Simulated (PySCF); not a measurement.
Run record: geometry optimisation, SnMeBr3 (`[CH3][Sn]([Br])([Br])[Br]`).

Method: PBE0-D3(BJ)/def2-SVP geometry optimisation, gas phase, def2 core potentials past Kr (PySCF 2.14.0). Start geometry: GFN2-xTB. A driver script takes a list of jobs; this job's settings line and coordinates (Å) are shown.

Input:
```
{"job": {"xc": "PBE0", "basis": "def2-SVP", "d3": "d3bj", "grid": 1, "maxiter": 30, "shake": 0.03, "kind": "geom"}, "charge": 0, "multiplicity": 1}
Sn     0.059280    -0.073330    -0.880390
C     -0.014200    -0.018120     1.343910
H     -1.089620     0.048180     1.647680
H      0.672450     0.864750     1.662340
H      0.458670    -0.950620     1.634590
Br     2.344270     0.001390    -1.835340
Br    -1.138140     2.053430    -1.814250
Br    -1.154480    -2.011330    -1.842250
```

Output:
```
step   0  E = -7974.92735740  max force = 0.028467
step   1  E = -7974.93582097  max force = 0.007806
step   2  E = -7974.93671296  max force = 0.005172
step   3  E = -7974.93679463  max force = 0.001267
step   4  E = -7974.93679772  max force = 0.000884
step   5  E = -7974.93679326  max force = 0.000499
step   6  E = -7974.93679601  max force = 0.000396
optimisation converged
```

Energies in Eh; «max force» is the largest Cartesian gradient component in Eh/bohr.

Problem. Give the first gradient maximum in eV/Å.

Solution. With 1 Eh/bohr = 51.422 eV/Å, 1.464 eV/Å.

Problem. How much energy does the optimisation release, in eV?

Solution. E(step 0) − E(last step) = 0.009439 Eh, which is 0.257 eV.

In short: final energy -7974.93680 Eh after 6 steps; dipole 3.22 D.

Problem. Give the final coordinates.

Solution. 0.071 Å rms from the input after alignment:
```
atom  x, y, z in Å
Sn1    0.0516   -0.0137   -0.8515
C2    -0.0478   -0.0081    1.2758
H3    -1.0980    0.0807    1.5829
H4     0.5330    0.8486    1.6426
H5     0.3833   -0.9481    1.6447
Br6    2.3985   -0.0184   -1.6407
Br7   -1.0394    1.9588   -1.8696
Br8   -1.0430   -1.9855   -1.8679
```

On Arm Neoverse V1, one thread, shared host with 32 logical CPUs at a one-minute load of 21, this took 2.7 min and 0.75 GiB of memory at its peak.
Labels such as C1 count atoms from 1, the log's own numbers from 0.
